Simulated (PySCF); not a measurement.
Trend along the halogens: MTb molecules

PBE0 with double-zeta basis sets in PySCF, for the lowest determinant that a PBE0 search found; no spin–orbit coupling. De refers to high-spin ground-configuration atoms. A positive dipole means M(−)Tb(+).

```tsv
M	basis	state (unpaired electrons)	Re (Å)	ωe (cm⁻¹)	De (eV)	μ (D)
F	x2c-SVPall	septet (f population 8.2)	1.943	612	6.48	1.90
Cl	x2c-SVPall	septet (f population 8.3)	2.419	338	4.95	2.95
I	x2c-SVPall	septet (f population 8.4)	2.815	172	3.66	3.42
```

The shortest bond is that of TbF (1.943 Å), the longest that of TbI (2.815 Å). TbF is bound most strongly (6.48 eV) and TbI least (3.66 eV).

Down a group the atoms grow and get heavier, so bonds lengthen and wavenumbers fall; this series shows no clear exception.

These are scalar-relativistic numbers at best; spin–orbit coupling would shift them, the dissociation energy most. The state is the lowest single determinant that the PBE0 search found; with open d or f shells the true ground state can be another one.
